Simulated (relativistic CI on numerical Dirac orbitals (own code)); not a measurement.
## Os⁸⁺: sensitivity of the levels to the model

Base calculation: Dirac-Coulomb-Breit CI, KLI orbitals optimised for each configuration, model QED, unscaled Slater integrals.

Configuration list (outside the closed core [Kr] 4d10): 4f¹⁴5s²5p⁶, 4f¹⁴5s²5p⁵5d, 4f¹⁴5s5p⁶5d, 4f¹⁴5s²5p⁵5f, 4f¹³5s²5p⁶5d, 4f¹⁴5s²5p⁵6s, 4f¹⁴5s²5p⁵5g, 4f¹³5s²5p⁶6s, 4f¹⁴5s5p⁶5f, 4f¹⁴5s²5p⁵6p, 4f¹³5s²5p⁶6p, 4f¹⁴5s5p⁶5g, 4f¹⁴5s²5p⁵6d, 4f¹³5s²5p⁶5f, 4f¹⁴5s²5p⁵7s, 4f¹³5s²5p⁶6d, 4f¹⁴5s5p⁶6s, 4f¹⁴5p⁶5d², 4f¹⁴5p⁵5d³, 4f¹⁴5p⁵5d²5f, 4f¹³5p⁶5d³, 4f¹⁴5p⁵5d²6s, 4f¹⁴5p⁵5d²5g. Double excitations out of closed p, d and f shells are left out; levels of such configurations are missing from the list, as are those of other unlisted configurations, and high levels can miss mixing partners. These lack a partner that the ground configuration has and come out too high: 4f¹³5s²5p⁶6s, 4f¹⁴5s²5p⁵6p, 4f¹³5s²5p⁶6p, 4f¹⁴5s²5p⁵6d, 4f¹³5s²5p⁶5f.

Variants: (1) one mean potential for all configurations. Shifts of the energy above 4f¹⁴5s²5p⁶ ¹S0, in cm⁻¹, for the lowest level and the first level of each name with at least 55 % of one term (blank where a level changes its place among those of its configuration and J or its character, or is not in the variant):

| Level | Base | Δ(1) |
| --- | --- | --- |
| 4f¹⁴5s²5p⁶ ¹S0 | 0 | 0 |
| 4f¹⁴5s²5p⁵5d ³P°0 | 364983 | -419 |
| 4f¹⁴5s²5p⁵5d ³P°1 | 373345 | -406 |
| 4f¹⁴5s²5p⁵5d ³F°3 | 386218 | -438 |
| 4f¹⁴5s²5p⁵5d ³F°4 | 390385 | -396 |
| 4f¹⁴5s²5p⁵5d ³D°3 | 413615 | -450 |
| 4f¹⁴5s²5p⁵5d ³D°1 | 444870 | +763 |
| 4f¹³5s²5p⁶5d ³P°2 | 482108 | +24104 |
| 4f¹⁴5s²5p⁵5d ³F°2 | 492045 | +551 |
| 4f¹³5s²5p⁶5d ³P°1 | 501432 | +26865 |
| 4f¹³5s²5p⁶5d ³H°6 | 502121 | +27853 |
| 4f¹³5s²5p⁶5d ³H°4 | 509218 | +28175 |
| 4f¹³5s²5p⁶5d ³G°5 | 513341 | +28009 |
| 4f¹³5s²5p⁶5d ¹P°1 | 514042 |  |
| 4f¹³5s²5p⁶5d ³P°0 | 515574 | +28793 |
| 4f¹³5s²5p⁶5d ³G°3 | 522143 | +28493 |
| 4f¹³5s²5p⁶5d ³D°1 | 524626 | +28817 |
| 4f¹⁴5s²5p⁵6s ³P°2 | 574518 | +658 |
| 4f¹⁴5s²5p⁵6s ³P°0 | 687755 | +1265 |
| 4f¹⁴5s²5p⁵6s ³P°1 | 690381 | +1352 |
| 4f¹³5s²5p⁶6s ³F°4 | 691579 | +35919 |
| 4f¹⁴5s²5p⁵6p ³D3 | 695956 | +1180 |

At this charge configurations can still be misplaced by up to about 7 % of their energy. Levels and lines within the n = 5 or 6 shells can be off by up to 10 % or somewhat more, and those that change n by about 2 %, since core polarisation is missing. Levels that differ in their count of f electrons can be misplaced by several ten thousand cm⁻¹, since the correlation energy of f electrons is missing or only estimated; rates across such gaps can be off by orders of magnitude.

Ionisation energy from the two ground configurations alone: base 166.71 eV. The NIST ASD value (semi-empirical) is 168.7 eV.

LS names give the leading component of a level, which can be under half, so a name can repeat, a term be missing and a line seem to break the LS rules.
